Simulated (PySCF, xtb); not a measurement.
C4H9FSi, SMILES C(=C/F)/[SiH2]CC.

GFN2-xTB run with xtb at its own geometry gives an orbital gap of 4.14 eV and a dipole moment of 2.00 D.

Coordinates come from a PBE-D3(BJ)/def2-SVP optimisation. The structure was generated by enumeration; whether it is a known compound was not checked. One conformer was computed; it need not be the lowest.

Question: What does M06-2X/def2-TZVP in PySCF give? (The exact figures need the calculation; the answer reports its results.)

Answer: gap 9.32 eV (levels -8.86 and 0.46 eV), dipole 1.94 D.
